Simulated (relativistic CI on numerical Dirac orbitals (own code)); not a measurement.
**Pt2+: 5p photoemission**

Computed with this model: Dirac-Coulomb-Breit CI, separate exchange-only KLI orbitals for each configuration, a model potential for QED, valence Slater integrals scaled by 0.8, multiplet model of photoemission in the sudden approximation; configurations [Xe] 4f14 5d8 → [Kr] 4d10 4f14 5s2 5p5 5d8; 300 K; Lorentzian 2.1 eV and Gaussian 0.6 eV FWHM. Energies are those of the free ion, without screening or charge transfer. The energies are binding energies and can lie tens of eV above those of solids. S is read from ⟨S²⟩ = S(S + 1).

Field parameters in Wybourne normalisation: Oh B⁴₀ = 21Dq, B⁴₄ = √(5/14) B⁴₀. The field is a parameter set, without covalency.

free ion: ground-state S = 0.97, centroid 88.17 eV. Peaks (eV, height): 79.6 (100), 82.8 (77), 86.8 (64), 99.2 (79), 100.8 (64).

Oh, 10Dq = 5500 cm⁻¹: ground-state S = 0.98, centroid 88.19 eV. Peaks (eV, height): 79.8 (100), 83.0 (67), 87.0 (57), 99.2 (72).

Oh, 10Dq = 15250 cm⁻¹: ground-state S = 0.99, centroid 88.23 eV. Peaks (eV, height): 80.2 (100), 84.0 (54), 98.6 (58).

Oh, 10Dq = 24950 cm⁻¹: ground-state S = 0.99, centroid 88.25 eV. Peaks (eV, height): 80.6 (100), 84.8 (45), 98.4 (57), 100.4 (40).

Oh, 10Dq = 34700 cm⁻¹: ground-state S = 1.00, centroid 88.26 eV. Peaks (eV, height): 80.8 (100), 86.2 (38), 98.6 (54).

Oh, 10Dq = 44400 cm⁻¹: ground-state S = 1.00, centroid 88.27 eV. Peaks (eV, height): 81.0 (100), 84.4 (38), 86.8 (34), 98.6 (52), 100.6 (34).

Strongest unbroadened transitions for Oh, 10Dq = 24950 cm⁻¹:

```
Energy (eV)  Relative strength
      80.31               49.1
      80.37              100.0
      81.59               17.9
      81.93               56.0
      83.77               12.4
      84.41                9.4
      84.91                6.1
      85.01               16.7
      86.12                4.8
      86.20               15.0
      87.33                7.7
      88.32                6.3
      89.07                7.5
      98.01               49.9
      98.78               52.1
     100.67               40.2
     100.99                4.8
     102.87               11.4
```
